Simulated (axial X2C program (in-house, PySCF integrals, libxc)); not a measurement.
Low determinants of BSe⁺ at the PBE0 level, spin-free

All values were computed with an axial X2C code built on PySCF integrals. Spin-free means the one-electron spin-free X2C Hamiltonian. Basis: Se dyall-cv3z [8s9p6d4f1g], B dyall-v3z [7s6p2d1f] (cores contracted in-house); Gaussian nuclei, density fitting, unrestricted open shells. Masses: Se 79.917 u, B 11.009 u.

Search at 1.850 Å (vertical energies from the lowest determinant):

```tsv
ΔE (eV)	state	electrons beyond evenly filled partner blocks	electrons in σ, π, δ, φ
0.00	M_S = 1, Λ = 1	σα, π+α, π+β, π-α	19 15 4 0
0.10	M_S = 0, Λ = 1	σβ, π+α, π+β, π-α	19 15 4 0
0.80	M_S = 0, Λ = 0	closed shell	18 16 4 0
2.29	M_S = 1, Λ = 0	π+α, π-α	20 14 4 0
3.26	M_S = 2, Λ = 1	σα, 2 × π+α, π-α	19 15 4 0
3.37	M_S = 0, Λ = 2	π+α, π+β	20 14 4 0
3.37	M_S = 0, Λ = 0	π+β, π-α	20 14 4 0
```

Lowest determinant, M_S = 1, Λ = 1 (beyond evenly filled blocks: σα, π+α, π+β, π-α): Re = 1.838 Å, ωe = 806.0 cm⁻¹.

The determinant in row 2 of the search, M_S = 0, Λ = 1 (beyond evenly filled blocks: σβ, π+α, π+β, π-α), was followed along the bond at PBE0; measured from the minimum of the lowest determinant it gives:

Te = 0.101 eV (814 cm⁻¹), Re = 1.841 Å, ωe = 809.6 cm⁻¹.

Compare the bond of the determinant in row 2 with that of the lowest one.

At PBE0 its Re is 0.003 Å longer and its force constant, which goes as ωe², is 1.01 times that of the lowest determinant. This determinant mixes spin states, so it has no term energy of its own.

The search compares states at one distance, so a state with another bond length can lie lower; it is not exhaustive and yields mostly the lowest determinant of each block pattern, so other components and higher states of one pattern are missing. These are energies of single determinants, not of spin-adapted states; PBE0 term energies can be off by some tenths of an eV, and the functional has no current term. The lowest determinant need not be the ground state where others lie within half an eV. Row 2 is spin-contaminated (⟨S²⟩ = 1.03 against 0.00), so its values are not those of a pure state.
